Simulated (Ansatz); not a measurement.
B(NH2)3 (BN₃H₆): single points at one geometry.

```yaml
crystal:
  periodic: [false, false, false]
  atoms:
    - {symbol: B, position_ang: [-0.004092, 0.000080, -0.015138]}
    - {symbol: N, position_ang: [1.429803, -0.009715, -0.129648]}
    - {symbol: H, position_ang: [1.974050, -0.858274, 0.010122]}
    - {symbol: H, position_ang: [1.987410, 0.832324, -0.002858]}
    - {symbol: N, position_ang: [-0.726756, 1.243876, -0.084647]}
    - {symbol: H, position_ang: [-1.700542, 1.303707, 0.206600]}
    - {symbol: H, position_ang: [-0.251856, 2.142067, -0.018206]}
    - {symbol: N, position_ang: [-0.726161, -1.238921, 0.146988]}
    - {symbol: H, position_ang: [-0.264170, -2.130126, -0.028830]}
    - {symbol: H, position_ang: [-1.717676, -1.285018, -0.084385]}
basis:
  gaussian: {orbitals: def2-TZVPP, initial_orbitals: start.molden}
correlation: {method: ccsd_t}
scf: {omitted_lower_state_checks: [starts]}
output: {orbitals: {seedname: orbitals}}
```

The file start.molden holds the orbitals of an earlier run on this structure, at another level or in another basis.

```sh
$ ansatz run in.yaml --threads 2 --pin off --events-out ev --progress --plain --max-ram 4352MiB
```

Shortened log:

```
Functional definition: HF
1225 factors; integrals over basis functions are off by at most 1.4e-3 eV
mean field evaluation 1: about -5216.8106 eV, gradient 2.5e1 eV
mean field evaluation 2: about -5217.4157 eV, gradient 6.2e-1 eV
mean field evaluation 4: about -5217.4187 eV, gradient 2.6e-3 eV
mean field -5217.41866377 eV, -191.7365994002 hartree, gradient 1.9e-6 eV, S^2 0.000000; 0 other end points of the search recorded, 0 dependent functions left out
4 core orbitals not correlated: weight in the atoms' cores, before any rotation towards them, 1.000 or more for the frozen orbitals, at most 0.000 for the correlated occupied ones
reference -5217.41866377 eV, -191.7365994002 hartree; 12, 12 occupied and 192, 192 virtual orbitals, 1225 factors
second order -20.27939933 eV of doubles, -0.00000000 eV of singles
cycle   1  -20.53004829 eV  change   -2.5e-1 eV  update   7.9e-2
cycle   2  -20.93977340 eV  change   -4.1e-1 eV  update   2.2e-2
cycle   3  -21.01750297 eV  change   -7.8e-2 eV  update   1.0e-2
cycle   4  -21.00968925 eV  change    7.8e-3 eV  update   2.3e-3
cycle   5  -21.01029788 eV  change   -6.1e-4 eV  update   1.0e-3
cycle   6  -21.01028060 eV  change    1.7e-5 eV  update   2.4e-4
cycle   7  -21.01012705 eV  change    1.5e-4 eV  update   8.0e-5
cycle   8  -21.01009826 eV  change    2.9e-5 eV  update   2.5e-5
cycle   9  -21.01009360 eV  change    4.7e-6 eV  update   6.9e-6
perturbative correction -0.79833280 eV, -0.0293381892 hartree
Total energy: -5239.22709017 eV, -192.5380442881 hartree
Checks for a lower state left out: starts
```

Run time 85 s (2 threads of Arm Neoverse V2 on a shared host), peak host memory 3 GiB.

First input, but with `gaussian: {orbitals: def2-SVP, initial_orbitals: start.molden}`, `hamiltonian: {xc: pbe, dispersion: d4}` and without the key `correlation` (abridged; 0.9 s):

```
Functional definition: PBE
mean field -5236.75032747 eV, -192.4470249378 hartree, gradient 1.1e-5 eV, S^2 0.000000
Total energy: -5236.89329810 eV, -192.4522790113 hartree
Checks for a lower state left out: starts
```

As the first input, with `gaussian: {orbitals: def2-TZVP, initial_orbitals: start.molden}`, `hamiltonian: {xc: {name: CAM-B3LYP}, dispersion: d4}` and without the key `correlation` (abridged; 2.3 s):

```
Functional definition: CAM-B3LYP
mean field -5247.30525461 eV, -192.8349113556 hartree, gradient 1.7e-5 eV, S^2 0.000000
Total energy: -5247.42250965 eV, -192.8392203989 hartree
Checks for a lower state left out: starts
```

As the first input, with `gaussian: {orbitals: def2-TZVP, initial_orbitals: start.molden}`, `hamiltonian: {xc: {name: B3LYP}, dispersion: d4}` and without the key `correlation` (abridged; 1.9 s):

```
Functional definition: B3LYP
mean field -5249.95544309 eV, -192.9323039859 hartree, gradient 9.3e-6 eV, S^2 0.000000
Total energy: -5250.18419602 eV, -192.9407105009 hartree
Checks for a lower state left out: starts
```

The first input with `gaussian: {orbitals: def2-TZVP, initial_orbitals: start.molden}`, `hamiltonian: {xc: {name: revPBE}, dispersion: d4}` and without the key `correlation` (abridged; 1.5 s):

```
Functional definition: revPBE
mean field -5247.92924440 eV, -192.8578425575 hartree, gradient 1.9e-5 eV, S^2 0.000000
Total energy: -5248.44256651 eV, -192.8767067969 hartree
Checks for a lower state left out: starts
```

First input, but with `gaussian: {orbitals: def2-TZVP, initial_orbitals: start.molden}`, `hamiltonian: {xc: hse06, dispersion: d4}` and without the key `correlation` (abridged; 2.2 s):

```
Functional definition: HSE06
mean field -5243.14845042 eV, -192.6821516192 hartree, gradient 6.3e-6 eV, S^2 0.000000
Total energy: -5243.25712373 eV, -192.6861452898 hartree
Checks for a lower state left out: starts
```

As the first input, with `gaussian: {orbitals: def2-TZVP, initial_orbitals: start.molden}`, `hamiltonian: {xc: pbe}`, `correlation: {method: rpa}` and without the key `output` (abridged; 3.3 s):

```
Functional definition: PBE
mean field -5242.94719859 eV, -192.6747557510 hartree, gradient 2.8e-6 eV, S^2 0.000000
4 core orbitals not correlated: weight in the atoms' cores, before any rotation towards them, 1.000 or more for the frozen orbitals, at most 0.000 for the correlated occupied ones
Total energy: -5247.81340976 eV, -192.8535857131 hartree
Checks for a lower state left out: starts
```

Geometry: PBE-D4/def2-SVP.

B3LYP takes the VWN-RPA correlation. HSE06 is defined as in plane-wave codes, on full-range PBE exchange. Correlated methods freeze 4 core orbitals.
